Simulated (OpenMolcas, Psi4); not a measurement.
# Predicting a hybrid from its neighbours: C2H3ClSi

C2H3ClSi: 7 atoms, total charge 0, spin state singlet. As SMILES, `ClC1=C[SiH2]1`. The shape is that of a PBE0-D4/def2-TZVP optimisation.

The HOMO–LUMO gap y, in eV, basis def2-SVP; a is the functional's share of exact exchange. Programs: OpenMolcas 26.06, Psi4 1.11.

| functional | program | a | y (eV) |
| --- | --- | --- | --- |
| revPBE | Psi4 | 0 | 5.29 |
| TPSS | Psi4 | 0 | 5.54 |
| B3LYP | Psi4 | 0.2 | ? |
| PBE0 | Psi4 | 0.25 | 7.55 |
| BHLYP | OpenMolcas | 0.5 | 9.64 |

Problem. Fit y = c + s·a to the known rows and predict B3LYP.

Solution. 
1. Means of the 4 rows: a = 0.1875, y = 7.005.
2. Σ(Δa)² = 0.17188, Σ(Δa·Δy) = 1.4538, so the slope is 1.4538/0.17188 = 8.4582.
3. Intercept: 7.005 − (8.4582) × 0.1875 = 5.419. The largest residual of the fit is 0.13.
4. B3LYP: 5.419 + (8.4582) × 0.2 = 7.11 eV.

The run gave 7.13 eV, so the prediction is off by -0.02 eV, within the largest residual. Exact exchange lowers occupied levels and raises empty ones. The rows mix families of semi-local functionals, which the line can't see.
